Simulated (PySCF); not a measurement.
Run record: geometry optimisation, `[Br][Fe][Br]` [quintet].

Method: PBE0-D3(BJ)/def2-SVP geometry optimisation, gas phase (PySCF 2.14.0). Start geometry: GFN2-xTB. A driver script takes a list of jobs; this job's settings line and coordinates (Å) are shown.

Command:
```bash
OMP_NUM_THREADS=1 python probes_run.py task.json out
```

Input:
```
{"job": {"xc": "PBE0", "basis": "def2-SVP", "d3": "d3bj", "grid": 1, "maxiter": 40, "shake": 0.03, "kind": "geom"}, "charge": 0, "multiplicity": 5}
Fe    -0.486840    -0.392890    -0.006080
Br     0.210860     0.108650     1.971820
Br     0.259580     0.187020    -1.985630
```

Output:
```
step   0  E = -6410.51847332  max force = 0.040670
step   1  E = -6410.52757326  max force = 0.008325
step   2  E = -6410.53024224  max force = 0.007133
step   3  E = -6410.53321044  max force = 0.010512
step   4  E = -6410.53472192  max force = 0.010766
step   5  E = -6410.53560861  max force = 0.003977
step   6  E = -6410.53570719  max force = 0.000705
step   7  E = -6410.53570830  max force = 0.000308
optimisation converged
```

Energies in Eh; «max force» is the largest Cartesian gradient component in Eh/bohr.

Question: How much energy does the optimisation release, in kJ/mol?

Answer: E(step 0) − E(last step) = 0.017235 Eh, which is 45.3 kJ/mol.

In short: final energy -6410.53571 Eh after 7 steps; dipole 0.03 D.

Question: Where do the atoms end?

Answer: 0.492 Å rms from the input after alignment:
```
atom  x, y, z in Å
Fe1   -0.0100   -0.0362   -0.0071
Br2   -0.0128   -0.0634    2.2839
Br3    0.0064    0.0024   -2.2966
```

The run took 2.5 min of wall time on one thread, Arm Neoverse V1 (aarch64), shared host with 32 logical CPUs at a one-minute load of 21, and the process peaked at 0.41 GiB of memory.
Labels such as C1 count atoms from 1, the log's own numbers from 0.
